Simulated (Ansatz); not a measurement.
Geometry optimisation, Ansatz 0.2.0, RKS BHLYP/6-31G*.

Input:

```yaml
crystal:
  periodic: [false, false, false]
  atoms:
    - { symbol: B, position_ang: [0.1879, 1.5176, 1.679] }
    - { symbol: O, position_ang: [0.0442, 0.191, 1.1329] }
    - { symbol: C, position_ang: [-0.915, 0.1864, 0.0618] }
    - { symbol: S, position_ang: [-0.9246, -1.4927, -0.6062] }
    - { symbol: C, position_ang: [0.6733, -1.5161, -1.3493] }
    - { symbol: H, position_ang: [0.9364, 2.332, 1.2272] }
    - { symbol: H, position_ang: [-0.5389, 1.903, 2.5568] }
    - { symbol: H, position_ang: [-1.8615, 0.4761, 0.4319] }
    - { symbol: H, position_ang: [-0.5796, 0.8949, -0.7041] }
    - { symbol: H, position_ang: [0.8446, -2.4816, -1.8106] }
    - { symbol: H, position_ang: [1.4273, -1.376, -0.5187] }
    - { symbol: H, position_ang: [0.7829, -0.6899, -2.0667] }
basis:
  gaussian: { orbitals: "6-31G*" }
hamiltonian:
  xc: { name: BHLYP }
relax:
  f_tol: 0.015
  max_steps: 40
output:
  orbitals: {}
```

Launched with:

```bash
$ ansatz run input.yaml --threads 2 --pin off --max-ram 3072MiB --backend cpu --events-out ev --progress --plain --runs-dir out
```

**Question.** Where does it end, and by what steps?

**Answer.** The forces met the threshold. After 20 steps the energy has fallen by 1.055 eV; H7 moved furthest, 1.41 Å.

```csv
step,energy less start (eV),largest force component (eV/Å),accepted
0,0.0000,2.928,yes
1,-0.2297,1.341,yes
2,-0.3282,0.576,yes
3,-0.3478,0.458,yes
4,-0.3975,0.368,yes
5,-0.4336,0.602,yes
6,-0.4930,1.292,yes
7,-0.7208,1.302,yes
8,-0.9160,0.856,yes
9,-0.9961,0.383,yes
10,-1.0303,0.160,yes
11,-1.0448,0.117,yes
12,-1.0501,0.114,yes
13,-1.0525,0.076,yes
14,-1.0526,0.122,yes
15,-1.0538,0.079,yes
16,-1.0543,0.074,yes
17,-1.0547,0.020,yes
18,-1.0549,0.020,yes
19,-1.0550,0.016,yes
20,-1.0550,0.006,yes
```

```xyz
12
Properties=species:S:1:pos:R:3
B 0.323 1.265 1.477
O -0.669 0.407 1.211
C -1.235 0.277 -0.070
S -0.989 -1.362 -0.774
C 0.801 -1.323 -1.030
H 0.764 1.963 0.614
H 0.731 1.290 2.591
H -2.308 0.404 0.018
H -0.834 1.037 -0.735
H 1.078 -2.269 -1.482
H 1.327 -1.224 -0.086
H 1.088 -0.519 -1.700
```

Whether the end is a true minimum wasn't checked by a vibrational analysis.

The run took 62 s on 2 threads of Arm Neoverse V1, with other jobs on the host, peak memory 0.2 GiB.
